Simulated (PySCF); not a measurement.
## Radial density of Ge (germanium, neutral)

MN15, [Ar] 3d10 4s2 4p2, high-spin 3P determinant. Computed with PySCF 2.14 in aug-cc-pVDZ-PP with ECP10MDF, with scalar relativity through the core potential. This is the valence pseudo-density: the core potential removes the inner electrons and smooths the orbitals near the nucleus.

```json
{"r (bohr)": "0.00111", "4πr²ρ (e/bohr)": "1.201e-05", "4πr²(ρα − ρβ)": "0.0000"}
{"r (bohr)": "0.00186", "4πr²ρ (e/bohr)": "3.384e-05", "4πr²(ρα − ρβ)": "0.0000"}
{"r (bohr)": "0.00313", "4πr²ρ (e/bohr)": "9.468e-05", "4πr²(ρα − ρβ)": "0.0000"}
{"r (bohr)": "0.00527", "4πr²ρ (e/bohr)": "0.0002598", "4πr²(ρα − ρβ)": "0.0000"}
{"r (bohr)": "0.00886", "4πr²ρ (e/bohr)": "0.0006767", "4πr²(ρα − ρβ)": "0.0000"}
{"r (bohr)": "0.0149", "4πr²ρ (e/bohr)": "0.001567", "4πr²(ρα − ρβ)": "0.0000"}
{"r (bohr)": "0.0251", "4πr²ρ (e/bohr)": "0.003151", "4πr²(ρα − ρβ)": "0.0000"}
{"r (bohr)": "0.0422", "4πr²ρ (e/bohr)": "0.008638", "4πr²(ρα − ρβ)": "0.0000"}
{"r (bohr)": "0.0709", "4πr²ρ (e/bohr)": "0.06535", "4πr²(ρα − ρβ)": "0.0000"}
{"r (bohr)": "0.119", "4πr²ρ (e/bohr)": "0.6378", "4πr²(ρα − ρβ)": "-0.0002"}
{"r (bohr)": "0.201", "4πr²ρ (e/bohr)": "4.146", "4πr²(ρα − ρβ)": "0.0039"}
{"r (bohr)": "0.338", "4πr²ρ (e/bohr)": "17.34", "4πr²(ρα − ρβ)": "0.0640"}
{"r (bohr)": "0.568", "4πr²ρ (e/bohr)": "28.09", "4πr²(ρα − ρβ)": "0.0852"}
{"r (bohr)": "0.955", "4πr²ρ (e/bohr)": "10.85", "4πr²(ρα − ρβ)": "0.0249"}
{"r (bohr)": "1.61", "4πr²ρ (e/bohr)": "2.716", "4πr²(ρα − ρβ)": "0.5705"}
{"r (bohr)": "2.70", "4πr²ρ (e/bohr)": "1.354", "4πr²(ρα − ρβ)": "0.7164"}
{"r (bohr)": "4.55", "4πr²ρ (e/bohr)": "0.2371", "4πr²(ρα − ρβ)": "0.1883"}
{"r (bohr)": "7.65", "4πr²ρ (e/bohr)": "0.007328", "4πr²(ρα − ρβ)": "0.0072"}
{"r (bohr)": "12.9", "4πr²ρ (e/bohr)": "6.278e-05", "4πr²(ρα − ρβ)": "0.0001"}
```

Energies and moments cover only the electrons outside the core potential.
